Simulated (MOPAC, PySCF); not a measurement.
H5AlN2O, SMILES `[NH2][Al]([NH2])[OH]` (N–Al–O–H torsion 0°), neutral singlet in the gas phase. 

Cartesian coordinates (Å):
```xyz
9

N     -1.4736    -0.6151    -0.0469
Al     0.0673     0.2593    -0.0254
N      1.5980    -0.5918     0.2037
O      0.1546     1.9473    -0.2229
H     -2.3789    -0.1924    -0.1712
H     -1.5716    -1.6116     0.0643
H      2.4954    -0.1351     0.2211
H      1.7055    -1.5838     0.3347
H     -0.5967     2.5232    -0.3574
```
Charge 0, spin multiplicity 1.

All levels are single points at this geometry (B3LYP-D3(BJ)/def2-TZVP); Pople sets use spherical d functions. Orbital energies aren't observables, and empty levels follow the basis.

AM1 in MOPAC gives HOMO (eV) = -9.22.

Estimate the HOMO (eV) from each of these levels: PBE-D3(BJ)/def2-TZVP in PySCF; TPSSh-D3(BJ)/def2-TZVP in PySCF; B3LYP/3-21G in PySCF; B3LYP/6-311+G** in PySCF; B3LYP/LANL2DZ in PySCF; BP86/6-31G* in PySCF; PBE/6-31G* in PySCF; SVWN5/6-31G* in PySCF; HF/6-31G* in PySCF; PM3 in MOPAC; PM6 in MOPAC; PM7 in MOPAC.


```tsv
level	HOMO (eV)
PBE-D3(BJ)/def2-TZVP in PySCF	-5.43
TPSSh-D3(BJ)/def2-TZVP in PySCF	-6.07
B3LYP/3-21G in PySCF	-5.61
B3LYP/6-311+G** in PySCF	-6.75
B3LYP/LANL2DZ in PySCF	-6.36
BP86/6-31G* in PySCF	-5.03
PBE/6-31G* in PySCF	-4.93
SVWN5/6-31G* in PySCF	-5.04
HF/6-31G* in PySCF	-10.15
PM3 in MOPAC	-8.58
PM6 in MOPAC	-8.85
PM7 in MOPAC	-10.25
```
